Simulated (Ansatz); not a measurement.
A structure relaxed at PBE-D4/def2-TZVP in Ansatz, charge 0, doublet:

Cartesian coordinates in Å:
```
Cs 1.430 -2.523 -1.247
Cs -1.070 -0.776 2.866
Cs -0.233 2.112 -1.038
F -1.056 1.281 1.330
F 0.929 -0.094 -1.911
```

(1) Give its formula and point group.

(2) Summarise the bond lengths by kind (pairs closer than 1.2 times the sum of covalent radii, bridged metal pairs left out).

Results:

(1) the cluster Cs3F2. Point group C2v (tolerance 0.1 Å).

(2) 4 × Cs–F 2.57 to 2.64 Å; 1 × Cs–Cs 5.12 Å.

In the def2 sets Cs takes a core potential; there is no spin–orbit coupling. The relaxation made no stability test and no search for a lower SCF solution. Another isomer (doublet) lies 0.22 eV lower at PBE0-D4/def2-TZVP; other spin states weren't run for this one.
